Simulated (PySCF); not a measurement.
## How methods differ on the fine-structure interval of K¹⁴⁺

K¹⁴⁺ [He] 2s2 2p1 [2p1/2^1, M_J = 1/2] → K¹⁴⁺ [He] 2s2 2p1 [2p3/2^1, M_J = 3/2], as a difference of total energies. All numbers are calculated (PySCF 2.14, the two-component X2C-1e Hamiltonian, in an uncontracted even-tempered set (17 s from 2.6 bohr⁻², ratio 2.4; 11 p from 3.4 bohr⁻², ratio 2.4; 5 d from 12 bohr⁻², ratio 2.6; 4 f from 19 bohr⁻², ratio 2.6)). Correlated levels: nothing frozen; the 34 highest virtual spinors dropped. "Screened" scales the spin-orbit matrix elements by Boettger's factors to mimic the two-electron term; Breit and QED terms are absent.

```json
{"method": "GHF (screened spin-orbit)", "fine-structure interval (cm⁻¹)": "31390"}
{"method": "GMP2 (screened spin-orbit)", "fine-structure interval (cm⁻¹)": "30430"}
{"method": "GHF (bare spin-orbit)", "fine-structure interval (cm⁻¹)": "35024"}
```
